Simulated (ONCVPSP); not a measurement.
Scattering properties, ONCV potential for sulfur

- Element: S (Z = 16)
- Generator: ONCVPSP 4.0.1
- Type: optimised norm-conserving Vanderbilt (ONCV)
- Functional: PW91
- Relativity: scalar-relativistic
- Frozen core: [Ne]
- Valence charge: 6
- Reference configuration: 3s2 3p4
- Partial waves: 3s: rc 1.35 bohr, ncon 4, nbas 8, qcut 4.2 1/bohr, 3 projectors, debl 1.6 Ha; 3p: rc 1.30 bohr, ncon 3, nbas 7, qcut 5.7 1/bohr, 2 projectors, debl 2.9 Ha
- Local potential: polynomial inside 0.90 bohr (lpopt 3, dvloc0 0 Ha)
- Core correction: Teter function fitted to the true core (icmod 2), fcfact 0.4

The phase is arctan(r·R′/R) of the radial function R(r), unwrapped; energies in Ha, scanned from -2 to 5 Ha. A pole is an energy at which the radial function vanishes at the test radius. The pseudo phase is shifted by a multiple of π to meet the all-electron one at the reference energy, and phase errors are pseudo minus all-electron; the curves can meet again beyond the range given. Levels narrower than the energy grid can be missing from the lists of poles.

Q: For each channel, where are the poles, and over which energies does the pseudopotential scatter like the atom?

A:

```csv
channel,radius (bohr),reference energy (Ha),"poles, all-electron","poles, pseudo",unbroken range about the reference energy with phases within 0.05 rad,phase error 1 Ha above the reference energy (rad)
s,1.37,-0.64,3.40,3.40,the whole range,-0.000
p,1.32,-0.26,4.42,4.38,the whole range,-0.001
```

Note: ghosts flagged at negative energy: s at -562.4 eV; GHOST(+) flagged for s at 206.8 eV. A true bound ghost makes a file unfit for plane-wave use.

Phases in the s channel:

```csv
E (Ha),all-electron,pseudo
-1.98,0.495,0.495
-1.80,0.361,0.361
-1.62,0.205,0.204
-1.44,0.029,0.029
-1.26,-0.157,-0.157
-1.08,-0.342,-0.342
-0.90,-0.514,-0.514
-0.72,-0.667,-0.667
-0.54,-0.797,-0.797
-0.36,-0.906,-0.906
-0.18,-0.998,-0.998
0.00,-1.074,-1.074
0.18,-1.138,-1.138
0.36,-1.192,-1.192
0.54,-1.239,-1.239
0.72,-1.279,-1.279
0.90,-1.314,-1.314
1.08,-1.345,-1.345
1.26,-1.373,-1.373
1.44,-1.397,-1.397
1.62,-1.420,-1.420
1.80,-1.440,-1.440
1.98,-1.459,-1.459
2.16,-1.476,-1.476
2.34,-1.492,-1.492
2.52,-1.507,-1.507
2.70,-1.521,-1.521
2.88,-1.535,-1.535
3.06,-1.548,-1.548
3.24,-1.560,-1.560
3.42,-1.572,-1.572
3.60,-1.584,-1.584
3.78,-1.595,-1.595
3.96,-1.607,-1.607
4.14,-1.618,-1.618
4.32,-1.629,-1.629
4.50,-1.640,-1.641
4.68,-1.652,-1.652
4.86,-1.663,-1.664
```
